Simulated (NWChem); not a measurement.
System: C$_{2}$H$_{7}$NSn, singlet; SMILES [SnH][N](C)C

```xyz
11

Sn     0.0214    -0.8802     0.0000
H     -1.7656    -0.9457     0.0000
N     -0.0002     1.1698     0.0000
C      1.2330     1.9153     0.0000
C     -1.1640     2.0182     0.0000
H      1.3172     2.5723    -0.8889
H      1.3172     2.5723     0.8889
H      2.1037     1.2411     0.0000
H     -1.1850     2.6811     0.8887
H     -1.1850     2.6811    -0.8887
H     -2.0841     1.4185     0.0000
```
Atoms are numbered in this order, from 1.

Computed with NWChem. Low-valent species are run as closed-shell singlets; no triplet was tried in these runs. Structure relaxed at the PBE0/def2-SVP (def2 core potentials past Kr) level. Not confirmed as a minimum by frequencies.

Q: Estimate the computed values for Hartree-Fock/STO-3G, non-relativistic. Quantities: highest occupied level (eV); orbital gap (eV); dipole (D).

A: 
```json
{
  "highest occupied level (eV)": "-5.22",
  "orbital gap (eV)": "10.28",
  "dipole (D)": "0.23"
}
```
